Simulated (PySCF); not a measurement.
**Magnetisability: SMILES O=C1C=C(C(F)(F)F)CC1, C₆H₅F₃O**

Geometry:
| atom | x (Å) | y (Å) | z (Å) |
| --- | --- | --- | --- |
| O1 | 2.561 | 1.649 | 0.037 |
| C2 | 1.614 | 0.909 | 0.034 |
| C3 | 0.190 | 1.291 | -0.091 |
| C4 | -0.576 | 0.202 | -0.055 |
| C5 | -2.069 | 0.159 | -0.150 |
| F6 | -2.479 | -0.572 | -1.203 |
| F7 | -2.621 | -0.409 | 0.937 |
| F8 | -2.622 | 1.368 | -0.280 |
| C9 | 0.196 | -1.072 | 0.097 |
| C10 | 1.652 | -0.606 | 0.156 |
| H11 | -0.134 | 2.311 | -0.194 |
| H12 | 0.002 | -1.735 | -0.749 |
| H13 | -0.114 | -1.599 | 1.001 |
| H14 | 2.256 | -1.014 | -0.654 |
| H15 | 2.140 | -0.876 | 1.092 |

Theory: GIAO B3LYP/pcSseg-1 magnetisability, rotational g tensor and spin-rotation constants, non-relativistic, gas phase in PySCF. Geometry: GFN2-xTB.

Q: How diamagnetic is it, and how anisotropic?

A: Isotropic -1120 × 10⁻³⁰ J/T², or -67.5 × 10⁻⁶ cm³/mol; principal values -1362, -1055, -943 × 10⁻³⁰ J/T², anisotropy 376 × 10⁻³⁰ J/T² (root of half the summed squared differences of the principal values). The susceptibility is in cgs units.

Q: Split it along the inertial axes a, b, c into diamagnetic and paramagnetic parts about the centre of mass, with the quadrupole moment.

A: 
| axis | χ (10⁻⁶ cm³/mol) | diamagnetic (10⁻⁶ cm³/mol) | paramagnetic (10⁻⁶ cm³/mol) | summed x² of all electrons (Å²) | quadrupole Θ (D Å) |
| --- | --- | --- | --- | --- | --- |
| a | -57.2 | -502.4 | 445.2 | 301.7 | -16.29 |
| b | -63.1 | -1430.3 | 1367.1 | 83.0 | +9.57 |
| c | -82.0 | -1631.7 | 1549.7 | 35.5 | +6.72 |

Anisotropies 2χaa − χbb − χcc = +30.8 and 2χbb − χaa − χcc = +12.9 × 10⁻⁶ cm³/mol. Θ is traceless in Buckingham's convention.

Q: And the rotational g tensor?

A: 
| axis | rotational constant (GHz) | g | nuclear part | electronic part |
| --- | --- | --- | --- | --- |
| a | 2.8749 | -0.0532 | 0.5482 | -0.6013 |
| b | 0.8170 | -0.0187 | 0.5061 | -0.5247 |
| c | 0.7216 | -0.0095 | 0.5159 | -0.5254 |

Asymmetric top; isotopes 12C, 19F, 1H, 16O; no vibrational averaging.
